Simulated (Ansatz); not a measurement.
Ansatz results at the PBE0-D4/def2-TZVP geometry: HOMO energy (PBE/def2-TZVPP) -5.79 eV; LUMO energy (PBE/def2-TZVPP) -0.89 eV; HOMO energy (ωB97M-V/def2-TZVPP) -9.25 eV.

Each molecule was computed in one conformer, which needn't be the lowest.

Question: Which molecule gave them?
A. `CC(O)(S)S`
B. `[AlH2][NH][Si]1(Cl)CO1`
C. `OPN[SiH3]`
D. `C#CN[SiH3]`

Answer: C. The others give `C#CN[SiH3]`: -5.35, -0.81, -8.75; `CC(O)(S)S`: -5.79, -1.43, -9.24; `[AlH2][NH][Si]1(Cl)CO1`: -6.15, -2.04, -9.71.
